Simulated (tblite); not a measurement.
Compound: C4H9FS2Si.
Z-matrix (Å and degrees, GFN2-xTB geometry), rows numbered from 1:
```
C 
S   1  1.8177
C   2  1.7429  1   99.81
C   3  1.3334  2  124.25  1   176.85
Si  4  1.8725  3  125.60  2  -179.68
F   5  1.6156  4  105.87  3    -4.88
S   4  1.7953  3  118.73  2    -0.69
C   7  1.8203  4   98.50  3    83.04
H   1  1.0860  2  109.57  3   -62.13
H   1  1.0853  2  106.59  3   178.95
H   1  1.0860  2  109.83  3    59.89
H   3  1.0801  2  114.85  1    -4.24
H   5  1.4563  4  111.61  3  -118.74
H   5  1.4525  4  112.44  3   110.41
H   8  1.0849  7  106.43  4   178.16
H   8  1.0858  7  109.48  4   -62.76
H   8  1.0862  7  109.32  4    58.95
```

Method: GFN2-xTB as coded in tblite; computed harmonic values from a numerical Hessian at the method's own geometry, unscaled. Against measured fundamentals such values can be off by several per cent, at times by over 20. Modes of hydrogen on silicon can be 10 to 20 % off. One conformer, not necessarily the lowest.

Harmonic wavenumbers (cm⁻¹): 30.6, 51.3, 59.9, 75.8, 112.3, 114.6, 137.9, 145.7, 199.5, 202.1, 259.2, 358.0, 399.2, 527.1, 560.0, 601.7, 711.2, 718.8, 729.1, 764.7, 792.4, 796.6, 814.9, 929.5, 939.4, 942.2, 951.3, 968.6, 1209.5, 1308.0, 1318.8, 1445.6, 1446.6, 1449.7, 1452.7, 1577.6, 2313.4, 2354.2, 3024.9, 3030.9, 3034.0, 3037.6, 3056.4, 3060.1, 3063.1.

A = 1328, B = 821.3, C = 552.2 MHz; mass 167.990 u (most abundant isotopes); point group C1, symmetry number 1.

Q: What is the zero-point energy?

A: ½Σν̃ = 25538 cm⁻¹ = 305.51 kJ/mol.

Q: Entropy at 298.15 K, 1 bar (ideal gas, RRHO, classical rotation)?

A: Translation 172.76, rotation 128.27, vibration 180.00: S = 481.0 J/(mol K).

Q: And Cp and H(298.15 K) − H(0)?

A: Cp = 181.91 J/(mol K), of which vibrations give 148.65 (their classical limit is 45 R = 374.2); H(298.15 K) − H(0) = 35.57 kJ/mol without the zero-point energy, 25.66 from vibrations.

Q: Which modes carry the vibrational entropy at 298.15 K?

A: 30.6 cm⁻¹: 24.23; 51.3 cm⁻¹: 19.94; 59.9 cm⁻¹: 18.66; 75.8 cm⁻¹: 16.72; 112.3 cm⁻¹: 13.51; 114.6 cm⁻¹: 13.34 J/(mol K); the other 39 give 73.59 together.

Q: How do the functions run with temperature in this model?

A: 
```json
{"T (K)": "50", "S (J/(mol K))": "269.8", "Cp (J/(mol K))": "74.4", "H − H(0) (kJ/mol)": "2.56", "G − H(0) (kJ/mol)": "-10.93", "ln q(vib)": "1.23"}
{"T (K)": "100", "S (J/(mol K))": "331.6", "Cp (J/(mol K))": "104.4", "H − H(0) (kJ/mol)": "7.11", "G − H(0) (kJ/mol)": "-26.06", "ln q(vib)": "3.50"}
{"T (K)": "373.15", "S (J/(mol K))": "524.7", "Cp (J/(mol K))": "207.7", "H − H(0) (kJ/mol)": "50.21", "G − H(0) (kJ/mol)": "-145.59", "ln q(vib)": "13.82"}
{"T (K)": "500", "S (J/(mol K))": "590.7", "Cp (J/(mol K))": "243.1", "H − H(0) (kJ/mol)": "78.91", "G − H(0) (kJ/mol)": "-216.42", "ln q(vib)": "17.79"}
{"T (K)": "750", "S (J/(mol K))": "699.0", "Cp (J/(mol K))": "290.7", "H − H(0) (kJ/mol)": "146.11", "G − H(0) (kJ/mol)": "-378.14", "ln q(vib)": "24.74"}
{"T (K)": "1000", "S (J/(mol K))": "787.2", "Cp (J/(mol K))": "321.9", "H − H(0) (kJ/mol)": "222.94", "G − H(0) (kJ/mol)": "-564.26", "ln q(vib)": "30.82"}
```

q(vib) and H(0) count from the zero-point level.

Hindered rotation and anharmonicity are outside this model. Other conformers, if any are populated, would add a mixing term that is left out. The structure is chiral; the term R ln 2 for an equal mix with its mirror image is left out.
